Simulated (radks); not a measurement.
Results of a calculation; reference values are marked as such.
Species: the lutetium ion Lu36+. Configuration: [Ar] 3d10 4s1 4p5 5p1 (not the ground configuration). Level of theory: scalar-relativistic Kohn-Sham, PBE, spin-polarised, spherical densities, finite nucleus; open shells are filled with parallel spins first (spin-orbit coupling, left out, can overturn this in heavy ions); Fermi nuclear charge, rms radius 5.37 fm (a radial shooting solver on a logarithmic mesh with Libxc functionals).

Local quantities along the radius. ELF = 1/(1 + alpha^2) is the electron localisation function; alpha = (tau - tau_W)/tau_unif compares the Pauli kinetic energy density with that of the uniform gas (summed over spins); r v_xc is r times the local exchange-correlation potential of spin up (hartree bohr); s = |grad rho|/(2 (3 pi^2)^(1/3) rho^(4/3)) is the reduced gradient; -r V(r) is the screened charge that the Kohn-Sham potential of spin up presents (atomic units). tau is taken from the large components.

| r (bohr) | ELF | alpha | r v_xc | s | -r V(r) |
|---|---|---|---|---|---|
| 0.0007065 | 0.999 | 0.02330 | -0.1160 | 1.055 | 70.80 |
| 0.0009127 | 0.999 | 0.02373 | -0.1248 | 0.9135 | 70.72 |
| 0.001179 | 0.999 | 0.02463 | -0.1378 | 0.8031 | 70.61 |
| 0.001523 | 0.999 | 0.02617 | -0.1557 | 0.7188 | 70.48 |
| 0.001983 | 0.999 | 0.02869 | -0.1799 | 0.6547 | 70.30 |
| 0.002562 | 0.999 | 0.03248 | -0.2094 | 0.6115 | 70.08 |
| 0.003309 | 0.999 | 0.03836 | -0.2450 | 0.5847 | 69.80 |
| 0.004274 | 0.998 | 0.04770 | -0.2864 | 0.5729 | 69.44 |
| 0.005521 | 0.996 | 0.06320 | -0.3326 | 0.5760 | 68.98 |
| 0.007132 | 0.992 | 0.09045 | -0.3817 | 0.5941 | 68.40 |
| 0.009213 | 0.980 | 0.1419 | -0.4302 | 0.6276 | 67.68 |
| 0.0119 | 0.943 | 0.2466 | -0.4732 | 0.6735 | 66.79 |
| 0.0155 | 0.814 | 0.4779 | -0.5071 | 0.7169 | 65.67 |
| 0.02002 | 0.549 | 0.9071 | -0.5290 | 0.7034 | 64.35 |
| 0.02586 | 0.349 | 1.365 | -0.5490 | 0.5600 | 62.77 |
| 0.0334 | 0.387 | 1.260 | -0.6149 | 0.3548 | 60.93 |
| 0.04315 | 0.604 | 0.8092 | -0.7443 | 0.2864 | 58.84 |
| 0.05574 | 0.745 | 0.5855 | -0.8559 | 0.3607 | 56.45 |
| 0.072 | 0.672 | 0.6984 | -0.8977 | 0.4797 | 53.79 |
| 0.093 | 0.394 | 1.241 | -0.8768 | 0.4804 | 50.91 |
| 0.1211 | 0.377 | 1.285 | -0.9501 | 0.2521 | 47.88 |
| 0.1564 | 0.674 | 0.6962 | -1.161 | 0.2465 | 45.09 |
| 0.2021 | 0.766 | 0.5528 | -1.212 | 0.4630 | 42.53 |
| 0.261 | 0.478 | 1.044 | -1.043 | 0.7433 | 40.42 |
| 0.3372 | 0.232 | 1.819 | -0.9373 | 0.6019 | 38.92 |
| 0.4356 | 0.594 | 0.8266 | -1.081 | 0.6136 | 38.06 |
| 0.5626 | 0.373 | 1.297 | -0.8806 | 1.180 | 37.28 |
| 0.7268 | 0.123 | 2.665 | -0.7296 | 1.449 | 36.86 |
| 0.9464 | 0.304 | 1.513 | -0.5503 | 2.404 | 36.57 |
| 1.222 | 0.096 | 3.063 | -0.5042 | 7.140 | 36.51 |
| 1.579 | 0.002 | 23.94 | -0.2124 | 31.62 | 36.21 |

On this mesh the ELF has minima near r = 0.029, 0.11, 0.34, 0.73 bohr, which separate the shells, and maxima near 0.056 (0.74), 0.20 (0.77), 0.50 (0.61), 0.95 (0.30).
